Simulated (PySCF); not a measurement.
TDDFT excited states: OP4Se2

PP3SeSeO nortricyclane, OP₄Se₂.
Geometry (PBE0-D3(BJ)/def2-SVP, Å), atoms numbered from 1 in this order:
```
atom  x, y, z in Å
P1     0.4579    1.0461    1.2378
Se2   -0.0462   -1.1026    1.8021
P3    -0.6933   -1.7235   -0.2526
P4     0.6084   -0.5861   -1.6827
Se5    1.9771    0.6575   -0.4166
P6    -1.3605    0.3058   -1.0041
O7    -0.8515    1.3008    0.2475
```

Theory: TDDFT wB97X-D/def2-SVPD, vertical, gas phase, core orbitals frozen in the response in PySCF 2.14.0, density-fitted response routines. Relativistic effects, spin–orbit coupling among them, are left out although an element past zinc is present.

Task: What does the calculation give for the low-lying excited states?

Result: 

```tsv
state	E (eV)	λ (nm)	f	|μ| (D)	symmetry	main configurations (H = HOMO, L = LUMO)
S1	3.65	339.5	0.0035	0.50	A′	H→L (96%)
S2	3.69	335.8	0.0002	0.11	–	H-1→L (96%)
S3	4.45	278.6	0.0003	0.14	–	H-3→L (84%)
S4	4.67	265.6	0.0014	0.28	–	H-2→L (77%), H→L+1 (9%)
S5	4.83	256.6	0.0038	0.45	A″	H-1→L+1 (59%), H→L+2 (27%)
S6	4.88	254.2	0.0006	0.18	–	H→L+1 (53%), H-1→L+2 (19%), H-2→L (18%)
S7	5.06	245.0	0.0005	0.16	–	H→L+2 (36%), H→L+3 (32%), H-1→L+1 (16%)
S8	5.06	244.8	0.0014	0.27	–	H-1→L+3 (36%), H→L+1 (22%), H-1→L+2 (18%)
S9	5.21	238.0	0.0079	0.63	A′	H-1→L+2 (41%), H-1→L+3 (34%)
S10	5.25	236.0	0.021	1.04	A″	H→L+3 (48%), H→L+2 (12%), H-4→L (9%)
```

Triplets (Tamm–Dancoff): T1 3.34 eV, H→L (94%); T2 3.36 eV, H-1→L (93%); T3 4.06 eV, H-3→L (84%); T4 4.29 eV, H-2→L (83%).

The lowest singlet comes at 339 nm (352 kJ/mol) in the ultraviolet; it is very weak; its leading configuration is HOMO→LUMO (96%). The most intense listed level is S10 at 5.25 eV (236 nm, f = 0.021), 1.60 eV above S1. It is the last of those listed, so stronger ones may follow. S7/S8 lie within about 0.01 eV of each other. Löwdin shares by element: HOMO phosphorus 54% or more, selenium 20% or more (atoms not listed hold the other 27%); LUMO selenium 41%, phosphorus 38% or more (atoms not listed hold the other 21%). The oscillator strengths of these states sum to 0.041; summed over the whole spectrum of an exact calculation they would give the number of electrons, 136 (Thomas–Reiche–Kuhn). Of the 10 states listed, 1 reaches f = 0.01 and 3 stay under 0.0005. Orbital energies (eV): HOMO-3 -9.69, HOMO-2 -9.67, HOMO-1 -8.86, HOMO -8.83, LUMO -0.74, LUMO+1 0.30, LUMO+2 0.47. No computed singlet lies in the visible range (380 to 750 nm); the lowest, at 339 nm, stands 0.39 eV above its violet end (3.26 eV). The vertical ionisation energy (ΔSCF) is 8.92 eV, 3.67 eV above S10. Symmetry labels in Cs follow from the direction of the transition dipole and are given only for states with f of 0.002 or more. The window holds the lowest 10 singlets.

One conformer stands for the species.
